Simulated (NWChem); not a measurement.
WNHOClF; SMILES [NH]=[W](=[O])([F])[Cl]

def2 effective core potentials on W; no spin-orbit coupling.

Question: Give the equilibrium geometry at PBE0/def2-SVP with def2 effective core potentials on W (NWChem) as an XYZ file, with the point group.

Answer: point group C1; any orientation.
```
6

W      0.0332    -0.1603    -0.0258
O     -0.5592    -0.7160     1.4609
N     -1.0391    -0.7420    -1.2628
H     -1.8751    -1.2527    -1.5360
F      1.7222    -0.8916    -0.3430
Cl    -0.0927     2.1193    -0.0473
```
